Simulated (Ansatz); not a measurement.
Reaction (ligand exchange at a B–S bond): `CSB(Cl)Cl` + HCl → `ClB(Cl)Cl` + CH₃SH

Gas-phase electronic energies from Ansatz, PBE0-D4/def2-TZVP geometries. CBS: MP2 limit from def2 TZ/QZ plus the TZ coupled-cluster correction, frozen cores. This one scheme is used for every species. DFT in def2-TZVPP. One conformer a species, not always the lowest.

```csv
level,ΔE (kcal/mol)
RPA@PBE/def2-TZVPP,0.9
HF/CBS(def2),-2.2
```

**Question.** What does CCSD(T)/CBS give? (An estimate is asked.)

**Answer.** Ansatz gave: +1.8 kcal/mol. The listed levels differ from it by -0.9, -4.0 kcal/mol.

Largest T1 diagnostic among the species: 0.012.

Leaving LDA and LC-ωPBE aside and taking each functional with its dispersion term where it has one, the values, not all of them listed here, spread over 1.9 kcal/mol, from B2PLYP to revPBE-D4. LDA lies +1.7 kcal/mol from PBE without D4. The D4 term adds +1.7 kcal/mol with B3LYP and +1.0 kcal/mol with PBE0; it sums over pairs of atoms, weighted by their polarisabilities, and B3LYP, whose exchange is more repulsive, gets the larger term.

B3LYP here is the variant with VWN-RPA as its local correlation; programs differ in this.
